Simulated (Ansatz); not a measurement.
| atom | x (Å) | y (Å) | z (Å) |
| --- | --- | --- | --- |
| H | 2.1250 | 0.0000 | 0.0000 |
| H | 0.0000 | 2.1250 | 0.0000 |
| H | -2.1250 | 0.0000 | 0.0000 |
| H | 0.0000 | -2.1250 | 0.0000 |

Basis set: pcseg-2 (spherical functions). Charge 0, multiplicity 1.

Computed with Ansatz (development build ahead of 0.2.0); each method stands on the lowest determinant of its kind that the runs found. Restricted functionals stand beside restricted open-shell atoms, which can lie above the unrestricted atoms usual in DFT and then raise those values.

Problem. Give the atomization energy at this shape (free ground-state atoms in the same class of orbitals less the molecule, no zero-point energy) of singlet H4 in separate pieces by PBE0 (unrestricted), UHF, PBE0 (restricted).

Solution.

```csv
method,atomization energy
PBE0 (unrestricted),4.8 kJ/mol
UHF,1.4 kJ/mol
PBE0 (restricted),-443.7 kJ/mol
```

Caution: the shape is not the minimum. Caution for PBE0 (unrestricted), UHF: the unrestricted determinant is a mixture of spin states. Caution for PBE0 (restricted): an unrestricted determinant lies well below; the molecule lies well above its atoms at this level.
